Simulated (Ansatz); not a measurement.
Isolated molecules relaxed with PBE0-D4/def2-TZVP in Ansatz; ΔE leaves out vibrations. CCSD(T)/CBS is the MP2 limit (def2-TZVPP, def2-QZVPP) plus CCSD(T) − MP2 in def2-TZVPP, frozen cores. This one scheme is used for every species. Functionals use def2-TZVPP. HSE06 is defined as in plane-wave codes. Each species was taken in one conformer, which may not be the lowest.

Consider the silylene formation by 1,1-elimination: `C=N[SiH](O)S` → `C=NO` + `[SiH]S`.

`C=N[SiH](O)S`:

Z-matrix (Å, degrees):
```
Si
N 1 1.733
S 1 2.129 2 102.6
O 1 1.634 2 110.3 3 -121.4
H 1 1.483 2 114.4 3 121.2
C 2 1.257 1 124.8 3 -117.5
H 3 1.344 1 93.2 2 173.5
H 4 0.960 1 116.9 2 60.6
H 6 1.101 2 124.2 1 0.2
H 6 1.096 2 120.3 1 -179.8
```

`C=NO`:

Z-matrix (Å, degrees):
```
C
N 1 1.263
H 1 1.089 2 122.7
H 1 1.083 2 116.5 3 180.0
O 2 1.378 1 112.0 3 0.0
H 5 0.961 2 103.2 1 180.0
```

`[SiH]S`:

```xyz
4

Si    0.424   -0.879   -0.524
S    -0.433    0.819    0.401
H     1.204   -1.157    0.757
H    -1.195    1.217   -0.634
```

CCSD(T)/CBS gives +485.0 kJ/mol.

**Question.** Another level gave +475.1 kJ/mol. Which?
A. CCSD(T)/def2-TZVPP
B. BHLYP-D4/def2-TZVPP
C. HSE06/def2-TZVPP
D. MP2/def2-TZVPP

**Answer.** A. CCSD(T)/def2-TZVPP 475.1, BHLYP-D4 499.7, MP2/def2-TZVPP 508.9, HSE06 460.6 kJ/mol.

**Question.** What do rigid-rotor, harmonic-oscillator terms from PBE0-D4/def2-TZVP frequencies (298.15 K, 1 bar) make of the CCSD(T)/CBS value? (Estimate.)

**Answer.** The calculation gave: ΔZPE = -5.2 kJ/mol, ΔH = +480.5 kJ/mol, ΔS = 153 J/(mol·K), ΔG = +434.8 kJ/mol.

Largest T1 diagnostic among the species: 0.016.

From PBE to PBE0 (25 % exact exchange), in def2-TZVPP and without D4, ΔE moves by +32.4 kJ/mol. The D4 term adds +17.0 kJ/mol with B3LYP and +9.4 kJ/mol with PBE0; it sums over pairs of atoms, weighted by their polarisabilities, and B3LYP, whose exchange is more repulsive, gets the larger term.

CCSD(T)/CBS has its own doubt, a few kJ/mol and more with outer-core shells, so smaller differences from it don't rank the levels.

B3LYP here is the variant with VWN-RPA as its local correlation; programs differ in this.
